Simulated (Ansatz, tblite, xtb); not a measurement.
**How methods differ on CH6AlGe (SMILES [CH3][Al][GeH3])**

The species is CH6AlGe (9 atoms), meant as a doublet with charge 0. SMILES: `[CH3][Al][GeH3]`. The coordinates come from a PBE0-D4/def2-TZVP relaxation.

Each level gives the dipole moment (D). The values are calculated.

```json
{"level": "GFN2-xTB", "kind": "semi-empirical", "program": "xtb", "value (D)": "1.59", "CPU time": "under 2 s"}
{"level": "GFN1-xTB", "kind": "semi-empirical", "program": "tblite", "value (D)": "2.71", "CPU time": "under 2 s"}
{"level": "IPEA1-xTB", "kind": "semi-empirical", "program": "tblite", "value (D)": "4.60", "CPU time": "under 2 s"}
{"level": "GFN0-xTB", "kind": "semi-empirical", "program": "xtb", "value (D)": "2.89", "CPU time": "under 2 s"}
{"level": "UHF/STO-3G", "kind": "Hartree–Fock", "program": "Ansatz", "value (D)": "2.84", "CPU time": "2.3 s"}
{"level": "UHF/3-21G", "kind": "Hartree–Fock", "program": "Ansatz", "value (D)": "1.63", "CPU time": "3.6 s"}
{"level": "UHF/def2-SVP", "kind": "Hartree–Fock", "program": "Ansatz", "value (D)": "1.44", "CPU time": "8.9 s"}
{"level": "UHF/def2-SVPD", "kind": "Hartree–Fock", "program": "Ansatz", "value (D)": "1.30", "CPU time": "17 s"}
{"level": "UPBE/6-31G** (spherical functions)", "kind": "GGA", "program": "Ansatz", "value (D)": "1.40", "CPU time": "20 s"}
{"level": "UB3LYP/6-31G* (spherical functions)", "kind": "global hybrid", "program": "Ansatz", "value (D)": "1.42", "CPU time": "21 s"}
```

All-electron rows without a relativistic Hamiltonian named are non-relativistic. The values span 1.30 to 4.60 D. Sets without polarisation functions give poor dipoles. Without the sets that lack polarisation functions the rows with a basis span only 1.30 to 1.44 D. Times are those of the runs behind each value, whatever else they computed, on shared processors of several kinds: orders of magnitude only.
